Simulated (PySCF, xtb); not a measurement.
B(OH)(PH2)2 (BH5OP2), SMILES OB(P)P. The values are those of a single conformer.

Harmonic wavenumbers (cm⁻¹) from GFN2-xTB in xtb at its own minimum, in rising order: 125, 152, 156, 272, 308, 432, 588, 665, 690, 754, 759, 794, 1003, 1119, 1131, 1285, 2302, 2321, 2399, 2409, 3542.

What does PBE-D3(BJ)/def2-SVP (PySCF) give at its own minimum? (Estimate from the structure and the level; the computed values follow.)

146, 170, 174, 286, 345, 434, 526, 614, 636, 692, 735, 809, 1047, 1049, 1088, 1313, 2309, 2333, 2353, 2356, 3707. Paired by order, the mean absolute difference is 40 cm⁻¹ and the zero-point energies are 33.2 and 33.1 kcal/mol.
